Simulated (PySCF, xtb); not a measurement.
NbO2Cl, SMILES [Nb]([Cl])(=[O])=[O], multiplicity 1.

GFN2-xTB run with xtb at its own geometry gives an orbital gap of 1.83 eV and a dipole moment of 7.19 D.

Coordinates come from a PBE-D3(BJ)/def2-SVP optimisation. The multiplicity is an assumed one; other spin states were not compared. The def2 effective core potentials stand for the cores of Nb; spin–orbit coupling is left out.

Task: What does PBE/def2-TZVPD (PySCF) give? (An estimate is asked for; the answer gives what the named calculation found.)

Result: gap 2.48 eV (levels -7.20 and -4.72 eV), dipole 4.59 D.
